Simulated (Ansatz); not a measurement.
Start from `[BH2][GeH2][CH2][SiH3]` and change one atom or group to get `[SiH3][CH2][GeH2][PH2]`.

Ansatz, PBE0-D4/def2-TZVP geometries, multiplicity 1. Each molecule was computed in one conformer, which needn't be the lowest.

Scalar relativity is left out up to krypton.

| property | `[BH2][GeH2][CH2][SiH3]` |
| --- | --- |
| LUMO energy (PBE/def2-TZVPP) / eV | -3.39 |
| size of the dipole moment (ωB97M-V/def2-TZVPP) / D | 0.73 |
| LUMO energy (B3LYP/def2-TZVPP) / eV | -2.58 |
| HOMO–LUMO gap (ωB97M-V/def2-TZVPP) / eV | 9.88 |
| LUMO energy (ωB97M-V/def2-TZVPP) / eV | -0.43 |
| HOMO–LUMO gap (PBE0/def2-TZVPP) / eV | 5.77 |

(1) Give the same properties after the change, and the shifts. (Estimate.)

Answers

(1) Ansatz gave: 
```json
{"property": "LUMO energy (PBE/def2-TZVPP) / eV", "`[SiH3][CH2][GeH2][PH2]`": "-0.79", "shift": "2.60"}
{"property": "size of the dipole moment (ωB97M-V/def2-TZVPP) / D", "`[SiH3][CH2][GeH2][PH2]`": "1.05", "shift": "0.32"}
{"property": "LUMO energy (B3LYP/def2-TZVPP) / eV", "`[SiH3][CH2][GeH2][PH2]`": "-0.16", "shift": "2.42"}
{"property": "HOMO–LUMO gap (ωB97M-V/def2-TZVPP) / eV", "`[SiH3][CH2][GeH2][PH2]`": "11.24", "shift": "1.36"}
{"property": "LUMO energy (ωB97M-V/def2-TZVPP) / eV", "`[SiH3][CH2][GeH2][PH2]`": "1.83", "shift": "2.26"}
{"property": "HOMO–LUMO gap (PBE0/def2-TZVPP) / eV", "`[SiH3][CH2][GeH2][PH2]`": "7.43", "shift": "1.66"}
```

With PBE0 the HOMO rises by 0.79 eV and the LUMO rises by 2.45 eV, so the gap widens by about 1.66 eV. PBE moves the HOMO by 0.68 eV and ωB97M-V by 0.90 eV. Dipoles are sizes alone; their direction can turn.

B3LYP here is the variant with VWN-RPA as its local correlation; programs differ in this.
